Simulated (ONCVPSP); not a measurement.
# Si (Z = 14): excitation energies, all-electron against ONCV

- Element: silicon
- Generator: ONCVPSP 4.0.1
- Type: optimised norm-conserving Vanderbilt (ONCV)
- Functional: PBE
- Relativity: scalar-relativistic
- Frozen core: [Ne]
- Valence charge: 4
- Reference configuration: 3s2 3p2
- Partial waves: 3s: rc 1.80 bohr, ncon 3, nbas 7, qcut 4.7 1/bohr, 2 projectors, debl 1.3 Ha; 3p: rc 2.40 bohr, ncon 5, nbas 8, qcut 3.5 1/bohr, 2 projectors, debl 1.8 Ha
- Local potential: polynomial inside 1.75 bohr (lpopt 5, dvloc0 0 Ha)
- Core correction: polynomial model core, fcfact 0.45

Energies are relative to the spin-unpolarised reference configuration 3s2 3p2; without spin polarisation the order of configurations can differ from experiment.

Problem. Give the all-electron excitation energy and the error of the potential for: 3s2 3p1; 3s2 3p0; 3s1 3p0; 3s0 3p4.

Solution.

| valence configuration | charge | ΔE all-electron (eV) | error AE − PS (meV) |
| --- | --- | --- | --- |
| 3s2 3p1 | +1 | 7.740 | +0.4 |
| 3s2 3p0 | +2 | 23.733 | +6.7 |
| 3s1 3p0 | +3 | 57.704 | +42 |
| 3s0 3p4 | 0 | 13.778 | +2.8 |
